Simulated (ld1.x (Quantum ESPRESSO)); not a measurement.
What the settings do to the PAW potential of germanium (Ge)

Base potential:

Ge, PAW, made with ld1.x (Quantum ESPRESSO) 7.5 (PBE, fully relativistic). Core [Ne], reference 3s2 3p6 3d10 4s2 4p0.5 (charge +1.5). Waves: 3s (bound): rcut 0.85, rcutus 1.00 bohr; 4s (bound): rcut 0.85, rcutus 1.00 bohr; 3p (bound): rcut 0.90, rcutus 1.05 bohr; 4p (bound): rcut 0.90, rcutus 1.05 bohr; 3d (bound): rcut 0.70, rcutus 0.90 bohr; 3d channel at -1.6 Ry: rcut 0.70, rcutus 0.90 bohr. Local part: all-electron potential smoothed inside 1.05 bohr (lloc = -1). Core correction: a·sin(br)/r model core, default radius (ld1.x builds one for every PAW set, though the input has nlcc=.false.). Augmentation charge: BESSEL, radius 0.65 bohr.

Open shells are filled in proportion to 2j + 1 (rel_dist='average').

All-electron outer shells of the reference configuration (PBE, scalar-relativistic, ld1.x):

| shell | level (eV) | outermost node (bohr) | outermost maximum (bohr) |
| --- | --- | --- | --- |
| 2p | -1213.04 | – | 0.14 |
| 3s | -182.77 | 0.26 | 0.54 |
| 3p | -129.90 | 0.23 | 0.54 |
| 3d | -43.55 | – | 0.50 |
| 4s | -24.43 | 0.77 | 1.69 |
| 4p | -15.40 | 0.82 | 2.03 |

Cutoffs, loose and tight: the cutoffs (Ry, on a coarse ladder) from which the occupation-weighted sum of valence levels, in a spherical-Bessel basis at the reference potential, stays within 10 and 1 mRy of its value at 400 Ry. They do not see the model core or the augmentation charge, which bear on the density cutoff. Test errors are all-electron minus pseudo excitation energies from the reference, over the configurations 3s2 3p6 3d10 4s2 4p2; 3s2 3p6 3d10 4s2 4p1; 3s2 3p6 3d10 4s2 4p0; 3s2 3p6 3d10 4s0 4p4; 3s2 3p6 3d10 4s2 4p1.5; 3s2 3p6 3d9 4s2 4p2; 3s2 3p6 3d10 4s1 4p2. A dash means not determined; rows that change the core or the reference have their own tests.

Cutoffs are not given where the Bessel-basis levels miss the radial ones by over 6 mRy, ghosts where they miss by over 20 mRy; a channel whose overlap is not positive is not tested.

The default core radius of the base comes out at 0.28 bohr.

| change | outcome | bound ghosts | largest test error (meV) |
| --- | --- | --- | --- |
| base | generated | not determined | +1.8 |
| waves 3d (bound): rcut 0.70, rcutus 1.04 bohr; 3d channel at -1.6 Ry: rcut 0.70, rcutus 1.04 bohr | generated | not determined | +4.2 |
| waves 3p (bound): rcut 0.90, rcutus 1.02 bohr; 4p (bound): rcut 0.90, rcutus 1.02 bohr | generated | not determined | -1.9 |
| wave 3d channel at -1.6 Ry: rcut 0.70, rcutus 0.90 bohr becomes 3d channel at -1.73 Ry: rcut 0.70, rcutus 0.90 bohr | generated | not determined | +1.9 |
| waves 3s (bound): rcut 0.66, rcutus 0.70 bohr; 4s (bound): rcut 0.66, rcutus 0.70 bohr | generated | not determined | +4.9 |
| local potential all-electron potential smoothed inside 0.56 bohr (lloc = -1) | generated | not determined | +16 |
| core correction a·sin(br)/r model core inside 0.42 bohr | generated | not determined | +1.9 |
| type TM; waves now 3p (bound): rc 1.05 bohr; 3d (bound): rc 0.90 bohr; 3s (bound): rc 1.00 bohr; local potential the s channel; core correction none | generated, misses its reference levels by 2.27 eV | not determined | -2892 |
| local potential all-electron potential smoothed inside 0.80 bohr (lloc = -1) | generated | not determined | +28 |

Q: What comes out with this change to the base: reference 3s2 3p6 3d10 4s2 4p2?

A: outcome: generated; bound ghosts: not determined; largest test error (meV): -28.
